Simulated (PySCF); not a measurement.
**Zn⁺: ionisation energy**

Zn⁺ [Ar] 3d10 4s1 (2S) → Zn²⁺ [Ar] 3d10 (1S), as a difference of total energies. Computed with PySCF 2.14 in aug-cc-pwCVTZ-DK with one added diffuse shell each of s, p, d, f, g type (11s10p8d5f4g, 152 functions), with the spin-free X2C one-electron Hamiltonian (Gaussian nucleus). The calculations carry no spin-orbit coupling.

Problem. Order these methods by the ionisation energy they give, lowest first.
A. revPBE
B. PBEsol
C. wB97M-V
D. UHF

Solution. D (16.857 eV), C (17.993 eV), A (18.573 eV), B (18.679 eV).

For comparison: 17.964 eV (measured; NIST Atomic Spectra Database, ionization energies).
